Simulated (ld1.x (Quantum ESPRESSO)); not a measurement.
# Varying the TM potential for krypton (Kr)

Base potential:

ld1.x (Quantum ESPRESSO) 7.5 input, shortened:

```
&input
   title='Kr', zed=36., rel=1, dft='WC', iswitch=3,
   config='[Ar] 3d10 4s2 4p4'
 /
 &inputp
   pseudotype=2, tm=.true., lloc=-1, rcloc=0.70,
   nlcc=.false.
 /
3
4S  1  0   2.00   0.00  1.30  1.30  0.0
3P  2  1   6.00   0.00  0.65  0.65  0.0
3D  3  2  10.00   0.00  1.05  1.05  0.0
 &test
   configts(1)='3p6 3d10 4s2 4p4'
 /
```

Occupied shells without a wave of their own: 4p. They enter only through the test configuration that unscreens the potential.

Cutoffs, loose and tight: the cutoffs (Ry, on a coarse ladder) from which the occupation-weighted sum of valence levels, in a spherical-Bessel basis at the reference potential, stays within 10 and 1 mRy of its value at 400 Ry. They do not see the model core or the augmentation charge, which bear on the density cutoff. Test errors are all-electron minus pseudo excitation energies from the reference, over the configurations 3p6 3d10 4s2 4p6; 3p6 3d10 4s2 4p5; 3p6 3d10 4s2 4p3; 3p6 3d10 4s2 4p2; 3p6 3d9 4s2 4p6; 3p6 3d10 4s2 4p5.5; 3p6 3d10 4s1 4p6. A dash means not determined; rows that change the core or the reference have their own tests. The largest error is taken over the tests solved by every variant that gives reliable tests at all: 3p6 3d10 4s1 4p6; 3p6 3d10 4s2 4p2; 3p6 3d10 4s2 4p3; 3p6 3d10 4s2 4p5; 3p6 3d10 4s2 4p5.5; 3p6 3d10 4s2 4p6.

A true bound ghost makes a file unfit for plane-wave use even where its test errors are small: the radial tests pick states by their node count and pass the ghost by. Where a test does run into it, the solver fails or the error is huge.

```csv
change,outcome,"cutoff, loose","cutoff, tight",bound ghosts,largest test error (meV)
base,generated,300 Ry,over 300 Ry,s,+243
local potential all-electron potential smoothed inside 0.50 bohr (lloc = -1),"generated, misses its reference levels by 0.19 eV",300 Ry,over 300 Ry,s,-516
local potential all-electron potential smoothed inside 0.62 bohr (lloc = -1),generated,300 Ry,over 300 Ry,s,-326
local potential all-electron potential smoothed inside 0.78 bohr (lloc = -1),"generated, misses its reference levels by 0.15 eV",300 Ry,over 300 Ry,s,-421
local potential all-electron potential smoothed inside 0.86 bohr (lloc = -1),generated,over 300 Ry,over 300 Ry,s,+190
local potential all-electron potential smoothed inside 1.00 bohr (lloc = -1),"generated, misses its reference levels by 0.45 eV",over 300 Ry,over 300 Ry,s,+1152
local potential all-electron potential smoothed inside 1.10 bohr (lloc = -1),"generated, misses its reference levels by 0.89 eV",over 300 Ry,over 300 Ry,s,+2304
local potential all-electron potential smoothed inside 1.22 bohr (lloc = -1),"generated, misses its reference levels by 1.67 eV",over 300 Ry,over 300 Ry,none,+4401
local potential all-electron potential smoothed inside 1.40 bohr (lloc = -1),"generated, misses its reference levels by 2.73 eV",over 300 Ry,over 300 Ry,none,+7150
local potential all-electron potential smoothed inside 1.52 bohr (lloc = -1),"generated, misses its reference levels by 3.30 eV",over 300 Ry,over 300 Ry,none,+8639
```

Reading the sweep of the rcloc (base included, trends over the rows without a ghost): Bound ghosts are found at 0.5, 0.62, 0.7, 0.78, 0.86, 1, 1.1 bohr.
